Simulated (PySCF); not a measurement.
2-methylidene-1,3-dithiole (C₄H₄S₂), SMILES C=C1SC=CS1.

The structure is a stationary point at TPSSh-D3(BJ)/def2-SVP.

Computed with r2SCAN/def2-TZVP in PySCF.

Symmetry labels are those of the subgroup C2v that the program uses (full group C2v).

Computed valence orbital energies around the gap with their symmetry:
| orbital | symmetry | energy (eV) |
|---|---|---|
| HOMO−7 | A1 | -10.67 |
| HOMO−6 | B1 | -10.02 |
| HOMO−5 | A1 | -9.93 |
| HOMO−4 | B2 | -9.34 |
| HOMO−3 | B2 | -8.39 |
| HOMO−2 | B1 | -7.60 |
| HOMO−1 | A2 | -7.21 |
| HOMO | B1 | -4.72 |
| LUMO | A1 | -1.14 |
| LUMO+1 | A2 | -1.08 |
| LUMO+2 | B1 | -0.83 |
| LUMO+3 | B2 | 0.39 |
